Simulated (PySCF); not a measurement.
C₂H₆OSSi.
Structure used (PBE0-D3(BJ)/def2-SVP), in Å, numbered top down from 1:
```xyz
11
C2H6OSSi angstrom
C     -1.7075    0.3070   -0.0488
C     -0.2661    0.6585   -0.2074
S      0.3022    2.0688   -0.8212
O      0.5389   -0.2988    0.2244
Si     2.2530   -0.0882    0.1496
H     -1.9432    0.2482    1.0266
H     -1.8920   -0.6926   -0.4717
H     -2.3531    1.0517   -0.5250
H      2.7148   -1.3825    0.7227
H      2.7096    0.0423   -1.2577
H      2.6836    1.0399    1.0145
```

The closed-shell ground state was solved at several levels (PySCF, density fitting, gas phase, non-relativistic).

```csv
level,basis functions,total energy (Eh),HOMO (eV),LUMO (eV),gap (eV),dipole (D)
PBE0/pcSseg-1,129,-842.2691,-6.83,-1.54,5.29,1.76
CAM-B3LYP/def2-SVPD,162,-842.3814,-8.14,-0.49,7.65,1.75
```

Problem. Estimate the row for KT3/pcSseg-2, a basis of 278 functions; the other rows only guide the guess.

Solution. Total energy -850.2640 Eh, HOMO -5.69 eV, LUMO -2.45 eV, gap 3.24 eV, dipole 1.73 D.

Problem. Over all these levels, which gives the widest orbital gap and which the narrowest?

Solution. CAM-B3LYP/def2-SVPD (range-separated hybrid) has the widest, 7.65 eV, and KT3/pcSseg-2 (GGA) the narrowest, 3.24 eV. Functional and basis both differ between the two, so the spread mixes both effects.

Problem. How far do the dipole and the HOMO energy spread over the levels?

Solution. The dipole runs from 1.73 to 1.76 D (mean 1.75 D) and the HOMO from -8.14 to -5.69 eV.

One conformer stands for the species.
